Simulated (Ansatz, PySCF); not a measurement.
Two conformers of CH6BNO (SMILES CNBO), B3LYP-D3(BJ)/def2-TZVP minima.
Conformer 1 (charge 0, multiplicity 1, Z-matrix in Å and degrees):
```
N
H 1 1.0059
B 1 1.3985 2 118.48
O 3 1.3781 1 119.34 2 180.00
H 4 0.9591 3 112.87 1 -180.00
C 1 1.4529 2 115.07 3 -180.00
H 6 1.0877 1 109.05 2 179.99
H 6 1.0937 7 108.20 1 121.51
H 6 1.0937 7 108.20 8 116.98
H 3 1.1977 4 121.23 5 0.01
```
Conformer 2 (charge 0, multiplicity 1):
```xyz
10

C     -1.4125    -0.2525    -0.1713
N     -0.1048     0.3575    -0.0057
B      1.1283    -0.2896    -0.1836
O      2.3477     0.3223    -0.0171
H     -1.9928    -0.2267     0.7555
H     -1.2833    -1.2946    -0.4585
H     -1.9956     0.2436    -0.9526
H     -0.1386     1.3307     0.2605
H      1.1437    -1.4406    -0.4985
H      2.3079     1.2499     0.2365
```

No zero-point or thermal terms.

Cores are frozen in the correlated methods. Rows in 6-31G*, STO-3G carry no dispersion term and start afresh at each structure (6-31G* with six Cartesian d functions).

Run with Ansatz (a program for electronic structure) with Gaussian orbitals; PySCF for 6-31G* rows, STO-3G rows, the dispersion terms. Values without a source in brackets are computed.

| level | electronic energy of conformer 2 less that of conformer 1 (kJ/mol) |
|---|---|
| HF/STO-3G | 4.9 |
| HF/6-31G* | 9.2 |
| BLYP-D3(BJ)/def2-TZVPP | [?] |
| r2SCAN-D3(BJ)/def2-TZVPP | 10.0 |
| B3LYP-D3(BJ)/def2-TZVPP | 9.1 |
| BHLYP/def2-TZVPP | 9.6 |
| wB97X-V/def2-TZVPP | 9.9 |
| B2PLYP/def2-TZVPP | 9.4 |
| B2PLYP-D3(BJ)/def2-TZVPP | 9.5 |

Problem. Some entries are withheld; supply them.

Solution. 
- BLYP-D3(BJ)/def2-TZVPP, electronic energy of conformer 2 less that of conformer 1 (kJ/mol): 8.4
